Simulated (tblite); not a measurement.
C9H11OP.
Cartesian coordinates in Å at the GFN2-xTB level; atoms count from 1:
```xyz
22
C9H11OP angstrom
C      3.0962    0.0837    2.1823
C      2.1567   -0.0542    1.0925
C      1.3258   -0.1601    0.2259
P      0.3131   -0.3577   -1.2060
C     -0.3585    1.3887   -1.3082
C      0.7073    2.3593   -1.7952
C     -1.1175   -1.0931   -0.3646
C     -1.2787   -1.7506    0.8239
C     -2.6226   -2.1898    0.8488
C     -3.1733   -1.7830   -0.3266
O     -2.2700   -1.1269   -1.0714
H      3.3030    1.1380    2.3663
H      2.6873   -0.3594    3.0903
H      4.0287   -0.4220    1.9315
H     -1.2004    1.3637   -2.0061
H     -0.7333    1.6877   -0.3250
H      1.5452    2.3779   -1.1004
H      1.0821    2.0602   -2.7722
H      0.2993    3.3655   -1.8753
H     -0.5321   -1.8877    1.5789
H     -3.1083   -2.7329    1.6338
H     -4.1604   -1.8880   -0.7318
```

Method: GFN2-xTB as coded in tblite; computed harmonic values from a numerical Hessian at the method's own geometry, unscaled. The method is semi-empirical: single wavenumbers can be off by several per cent or more. One conformer, not necessarily the lowest. The optimisation stopped once no atom felt more than 0.01 eV/Å.

Lowest wavenumbers of the output (negative numbers stand for imaginary wavenumbers):
```
mode    cm-1
  1     -20.8
  2      23.9
  3      51.5
  4      62.1
  5      83.1
  6      98.1
  7     188.0
  8     203.8
```

Task: Is this structure a minimum?

Result: Not by this Hessian. 1 mode is imaginary beyond 20i (21i cm⁻¹), so at this level the point lies at or near a first-order saddle. The curvature is small, so loose convergence or finite differences may be the whole cause.

Task: Which atoms move in the imaginary mode?

Result: 21i: H14 (methyl hydrogen) 34 %, H13 (methyl hydrogen) 33 %, H12 (methyl hydrogen) 33 %. These are shares of the mass-weighted motion.

Task: What is the remedy?

Result: Step along that mode in both directions, optimise again with tighter thresholds and repeat the frequencies. The zero-point energy of this point (107.2 kcal/mol) counts the 59 real modes alone, and thermal corrections from it aren't those of a minimum.

Run on one thread, Arm Neoverse N1, no GPU, shared host. This covers the Hessian and the dipole derivatives.
